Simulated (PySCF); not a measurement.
F₄Se, charge -1, multiplicity 2. Atoms are numbered in the order given.

```xyz
5

Se     0.0000     0.0000     0.3985
F      1.8866     0.0000     0.2908
F     -1.8866     0.0000     0.2908
F      0.0000     1.2052    -1.0436
F      0.0000    -1.2052    -1.0436
```
Charge -1, spin multiplicity 2.

Geometry optimised at TPSSh-D3(BJ)/def2-SVPD.

Computed with B3LYP/def2-SVPD run with PySCF.

Mulliken values depend strongly on the basis, most of all with diffuse functions as here. ESP charges are fitted to the potential on shells at 1.4 to 2.0 van der Waals radii. Atomic charges (e):

```json
[
 {"atom": "Se1", "ESP fit": "___", "Mulliken": "1.40", "Mulliken spin": "0.86"},
 {"atom": "F2", "ESP fit": "___", "Mulliken": "-0.65", "Mulliken spin": "0.00"},
 {"atom": "F3", "ESP fit": "___", "Mulliken": "-0.65", "Mulliken spin": "0.00"},
 {"atom": "F4", "ESP fit": "___", "Mulliken": "-0.55", "Mulliken spin": "0.07"},
 {"atom": "F5", "ESP fit": "___", "Mulliken": "-0.55", "Mulliken spin": "0.07"}
]
```

Problem. Some entries are withheld; supply them. (The exact figures need the calculation; the answer reports its results.)

Solution. 
- Se1, ESP fit: 0.37
- F2, ESP fit: -0.39
- F3, ESP fit: -0.39
- F4, ESP fit: -0.30
- F5, ESP fit: -0.30
